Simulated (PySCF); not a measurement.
All values below come from TPSSh-D3(BJ)/def2-TZVP // B3LYP-D3(BJ)/def2-TZVP (PySCF). Gas-phase values, no solvent. One relaxed conformer stands for a flexible species; it need not be the lowest. Excitations are Tamm–Dancoff values on a coarser integration grid. The basis has no diffuse functions, so Rydberg states are missing or too high.

Reference species (SMILES): `S(C)C(C)=O` (C–S–C–O torsion 0°) (neutral, multiplicity 1).

| Property | Result |
|---|---|
| LUMO | -1.02 eV |
| S1–T1 gap (TDA) | 0.54 eV |

Changed species: `CC(=O)C=O` (O–C–C–O torsion 180°) (X = formyl; the reference has X = methylthio).

**Question.** Give the shifts of the LUMO and S1–T1 gap (TDA).

**Answer.** the LUMO falls by 2.24 eV, to -3.26 eV; the S1–T1 gap (TDA) goes up by 0.08 eV, to 0.62 eV.
